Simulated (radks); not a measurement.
Results of a calculation; reference values are marked as such.
Mean orbital radii <r> (bohr) of the vanadium ion V2+, [Ar] 3d3, at several levels of relativity; Dirac values are averaged over j with weights 2j + 1. Spin-unpolarised spherical Kohn-Sham, LDA (Slater exchange, Perdew-Wang correlation), point nucleus unless stated (finite: rms radius 3.6002 fm), a radial shooting solver on a logarithmic mesh with Libxc functionals. A level marked "c x" has the speed of light scaled by that factor and shares open shells by 2j + 1; other Dirac levels either fill j = l - 1/2 first or share by 2j + 1.

| shell | non-rel. | scalar-rel. | Dirac, 2j+1 shares, finite nucleus | Dirac, c x 10 | change of magnitude, last against first (%) |
|---|---|---|---|---|---|
| 1s | 0.06717 | 0.06657 | 0.06656 | 0.06717 | -0.01 |
| 2s | 0.3119 | 0.3091 | 0.3089 | 0.3118 | -0.01 |
| 2p | 0.2755 | 0.2744 | 0.2744 | 0.2755 | 0.00 |
| 3s | 0.9581 | 0.9505 | 0.9504 | 0.9580 | -0.01 |
| 3p | 1.019 | 1.016 | 1.016 | 1.019 | 0.00 |
| 3d | 1.310 | 1.317 | 1.317 | 1.310 | +0.01 |
